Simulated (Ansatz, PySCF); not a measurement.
Process, species as SMILES: [TeH][TeH] → 2 [TeH] (HTe) (the Te-Te bond at the site shown breaks; other sites are not compared here)
Geometries: B3LYP-D3(BJ)/def2-TZVP minima from Ansatz (a first-principles code), one conformer each, not searched for the lowest.

Wanted: bond dissociation energy (enthalpy at 298 K, with B3LYP-D3(BJ) rigid-rotor harmonic-oscillator terms from PySCF), in eV. Correlated levels leave the core frozen unless marked. Open shells are spin-unrestricted. Spin-orbit coupling is left out. Frozen are the shells of the preceding noble gas and the d and f shells that filled before the atom's block. In def2 rows, elements after Kr have scalar-relativistic effective core potentials. STO-3G rows are all-electron and non-relativistic. CBS(X,Y): correlation extrapolated as X^-3; Hartree-Fock from the larger set. [CCSD(T)-MP2]/basis is that difference in the basis named.

```
level                                                              program  bond dissociation energy (eV)  minus last row
----------------------------------------------------------  --------------  -----------------------------  --------------
HF/def2-SVP                                                         Ansatz                           0.83           -1.31
revPBE-D4/def2-TZVPD                                        Ansatz + dftd4                           2.20            0.06
revPBE/def2-TZVPD                                                   Ansatz                           2.04           -0.10
PBE0-D3(BJ)/def2-TZVPD                                      Ansatz + dftd3                           2.19            0.05
PBE0/def2-TZVP                                                      Ansatz                           2.12           -0.02
BHLYP-D4/def2-TZVPD                                         Ansatz + dftd4                           1.95           -0.19
r2SCAN0-D4/def2-TZVPD                                       Ansatz + dftd4                           2.01           -0.13
r2SCAN0/def2-TZVPD                                                  Ansatz                           1.99           -0.15
CAM-B3LYP-D4/def2-TZVPD                                     Ansatz + dftd4                           1.96           -0.18
CAM-B3LYP/def2-TZVPD                                                Ansatz                           1.89           -0.25
B2PLYP/def2-TZVPD                                                   Ansatz                           1.97           -0.17
MP2/def2-SVPD                                                       Ansatz                           1.78           -0.36
MP2/def2-QZVPPD                                                     Ansatz                           2.15            0.01
SCS-MP2/STO-3G                                                      Ansatz                           2.25            0.11
SCS-MP2/def2-SVPD                                                   Ansatz                           1.71           -0.43
CCSD/def2-TZVPPD                                                    Ansatz                           1.81           -0.33
CCSD/def2-QZVPP                                                     Ansatz                           1.92           -0.22
CCSD(T)/def2-QZVPPD                                                 Ansatz                           2.06           -0.08
RI-MP2/CBS(def2-TZVPP,def2-QZVPP)+[CCSD(T)-MP2]/def2-SVP            Ansatz                           2.18            0.04
RI-MP2/CBS(def2-TZVPP,def2-QZVPP)+[CCSD(T)-MP2]/def2-TZVPP          Ansatz                           2.16            0.02
CCSD(T)/CBS(def2-TZVPPD,def2-QZVPPD)                                Ansatz                           2.14            0.00
```
